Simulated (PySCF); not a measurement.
C₈H₇N.
Structure used (PBE0-D3(BJ)/def2-SVP), in Å, numbered top down from 1:
```xyz
16
C8H7N angstrom
C     -1.7990    2.4247    1.0356
C     -0.9611    1.6103    0.6948
C      0.0423    0.7014    0.2976
C     -0.0303   -0.6726    0.2559
N     -1.0820   -1.4868    0.6231
C     -2.2604   -1.2467    0.2225
C      1.2697   -1.2091   -0.1414
C      2.1245   -0.1896   -0.3612
C      1.4371    1.1076   -0.0897
H     -2.5457    3.1354    1.3364
H     -3.0886   -1.8695    0.5877
H     -2.5033   -0.4390   -0.4908
H      1.4705   -2.2765   -0.2367
H      3.1644   -0.2724   -0.6785
H      1.9360    1.6777    0.7153
H      1.4312    1.7730   -0.9722
```

The calculation used PySCF 2.14.0, PBE0-D3(BJ)/def2-SVP geometry optimisation, gas phase.

Take the most abundant isotopes and a rigid rotor. The values belong to one conformer with, in the numbering `[CH:1]#[C:2][C:3]1=[C:4]([N:5]=[CH2:6])[CH:7]=[CH:8][CH2:9]1`, C3–C4–N5–C6 48°.

(1) What are A, B and C (MHz)?

(2) What kind of rotor is it?

(3) Is it planar, by Δ = Ic − Ia − Ib?

(4) Where do the levels up to J = 3 lie, in cm⁻¹?

(5) Which types of transition are allowed, and where do some lines up to J = 3 fall?

(6) Estimate the classical rotational partition function at 50 K, 200 K and 500 K.

Answers

(1) Ia = 221.05, Ib = 292.79, Ic = 500.52 u·Å²; 505379 MHz·u·Å²/I gives A = 2286, B = 1726, C = 1010 MHz.

(2) An asymmetric top: κ = (2 × 1726 − 2286 − 1010)/(2286 − 1010) = 0.12.

(3) Not planar: Δ = Ic − Ia − Ib = -13.32 u·Å². For a rigid frame Δ = −2 Σ m c², so Σ m c² = 6.66 u·Å² lies off the ab plane: 3.13 from hydrogen and 3.53 from heavier atoms. The atom farthest from that plane is 1.19 Å away.

(4) Above 0(0,0):
J = 1: 1(0,1) 0.0913, 1(1,1) 0.1099, 1(1,0) 0.1338
J = 2: 2(0,2) 0.2611, 2(1,2) 0.2686, 2(1,1) 0.3402, 2(2,1) 0.3963, 2(2,0) 0.4090
J = 3: 3(0,3) 0.4978, 3(1,3) 0.4999, 3(1,2) 0.6383, 3(2,2) 0.6701, 3(2,1) 0.7198, 3(3,1) 0.8299, 3(3,0) 0.8348

(5) The dipole components are |μa| = 0.05 D, |μb| = 0.54 D, |μc| = 1.16 D. Intensities carry the squares of the components, which stand as 0.00 : 0.22 : 1.00 (a : b : c). Some lines, for components of 0.1 D or more:

```
type  branch         J(Ka,Kc)    MHz  lower level (cm⁻¹)
   c       Q  1(1,1) ← 1(0,1)    560               0.091
   b       Q  2(1,1) ← 2(0,2)   2373               0.261
   c       Q  3(3,1) ← 3(2,1)   3299               0.720
   b       Q  3(3,0) ← 3(2,1)   3448               0.720
   c       R  1(1,0) ← 0(0,0)   4012               0.000
   b       Q  3(1,2) ← 3(0,3)   4211               0.498
   b       R  2(0,2) ← 1(1,1)   4532               0.110
   b       Q  3(3,1) ← 3(2,2)   4790               0.670
   b       R  3(1,2) ← 2(2,1)   7255               0.396
   b       R  2(2,0) ← 1(1,1)   8965               0.110
   b       R  3(2,2) ← 2(1,1)   9888               0.340
   c       R  3(2,1) ← 2(1,1)  11379               0.340
   b       R  3(3,1) ← 2(2,0)  12618               0.409
   c       R  3(3,1) ← 2(2,1)  12998               0.396
```

(6) Point group C1, symmetry number σ = 1; q = (√π/σ)·√((kT/h)³/(ABC)), k/h = 20836.6 MHz/K: 29900 at 50 K, 239000 at 200 K, 944000 at 500 K.

No PBE0-D3(BJ)/def2-SVP frequencies stand behind this structure, so it isn't proved a minimum. No vibrational averaging or centrifugal distortion is included, and the geometry carries the error of its method. Quadrupole hyperfine structure (14N) is left out.
